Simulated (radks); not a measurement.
Q: Ne III, 8 electrons, occupied as [He] 2s1.5 2p4 3d0.5 (fractional occupations, a model configuration). Method: Dirac Kohn-Sham, LDA (Slater exchange, Perdew-Wang correlation), spin-unpolarised, spherical densities, point nucleus; open shells fill j = l - 1/2 first; computed with a radial shooting solver on a logarithmic mesh with Libxc functionals.

Spin-orbit splittings of the eigenvalues, e(l+1/2) - e(l-1/2), with zeta = 2 splitting/(2l+1) and mean radii in bohr:

| shell | occ. | splitting (eV) | zeta (eV) | <r> j=l-1/2 | <r> j=l+1/2 |
|---|---|---|---|---|---|
| 2p | 4 | 0.1438 | 0.09590 | 0.7848 | 0.7863 |
| 3d | 0.5 | ? | ? | 3.568 | 3.569 |

Estimate the 3d splitting.

A: 0.0006349 eV (zeta = 0.0002539 eV).
